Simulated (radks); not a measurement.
Spherical quantum dot in the effective-mass picture: electrons in a parabolic well V = omega^2 r^2 / 2 with omega = 2.98, all in effective atomic units (hartree* = m*/eps^2 hartree, bohr* = eps/m* bohr), one dielectric constant everywhere. Method: non-relativistic Kohn-Sham, r2SCAN, spin-polarised, spherical densities, generalised Kohn-Sham scheme; computed with a radial shooting solver with Libxc functionals. Levels are named by radial order and angular momentum (1s, 1p, 1d, 2s, ...), and open shells are averaged over m. Results are scaled to m* = 0.036 and eps = 6.5, for which hartree* = 23.19 meV and bohr* = 9.555 nm. Each electron was tried in the lowest free levels, single moves between levels near the top were tried too, and the lowest total energy was kept; such a search can miss a lower state. At N = 1 the Hartree and exchange-correlation terms need not cancel, so that row can carry a self-interaction error.

N	open shells	2S	E (meV)	mu = E(N) - E(N-1) (meV)	addition energy mu(N+1) - mu(N) (meV)	e(HOMO) (meV)	rms radius (nm)
1	1s(up 1, down 0)	1	103.697	103.70	30.33	114.28	6.780
2	none	0	237.724	134.03	85.13	144.34	7.035
3	1p(up 1, down 0)	1	456.886	219.16	18.40	228.15	7.882
4	1p(up 2, down 0)	2	694.446	237.56	19.27	247.11	8.338
5	1p(up 3, down 0)	3	951.275	256.83	27.65	266.58	8.653
6	1p(up 3, down 1)	2	1235.75	284.48	17.36	293.00	8.920
7	1p(up 3, down 2)	1	1537.59	301.84	18.06	310.79	9.140
8	none	0	1857.49	319.90	74.17	329.04	9.332
9	1d(up 1, down 0)	1	2251.56	394.07	15.67	401.86	9.662
10	1d(up 2, down 0)	2	2661.31	409.75	15.86	417.66	9.938
11	1d(up 3, down 0)	3	3086.91	425.60	15.91	433.56	10.18
12	1d(up 4, down 0)	4	3528.43	441.52	15.90	449.47	10.39
13	1d(up 5, down 0)	5	3985.85	457.42	22.64	465.35	10.57
14	1d(up 5, down 1)	4	4465.90	480.06	14.78	487.40	10.75
15	1d(up 5, down 2)	3	4960.74	494.83	14.97	502.30	10.92
16	1d(up 5, down 3)	2	5470.54	509.80	15.04	517.32	11.07
17	1d(up 5, down 4)	1	5995.38	524.84	15.05	532.37	11.21
18	none	0	6535.28	539.90	20.30	547.42	11.35
19	2s(up 1, down 0)	1	7095.47	560.20	17.98	567.61	11.48
20	none	0	7673.65	578.18	56.08	585.33	11.61
21	1f(up 1, down 0)	1	8307.91	634.26	13.47	640.99	11.77
22	1f(up 2, down 0)	2	8955.64	647.73	13.50	654.48	11.93
23	1f(up 3, down 0)	3	9616.88	661.23	13.49	667.98	12.08
24	1f(up 4, down 0)	4	10291.6	674.72	13.46	681.46	12.22
25	1f(up 5, down 0)	5	10979.8	688.18	13.43	694.90	12.35
26	1f(up 6, down 0)	6	11681.4	701.61	13.38	708.31	12.48
27	1f(up 7, down 0)	7	12396.4	714.99	18.61	721.66	12.60
28	1f(up 7, down 1)	6	13130.0	733.60	12.82	740.01	12.72
29	1f(up 7, down 2)	5	13876.4	746.43	-	752.85	12.83

All shells are closed at N = 2, 8, 18, 20 (there: 1s2 1p6 1d10 2s2); the second difference of the energy has clear peaks (12 % above both neighbours; the first and last values, which can be the largest, are not judged, and half-filled shells can peak too) at N = 2, 5, 8, 13, 18, 20, 27.
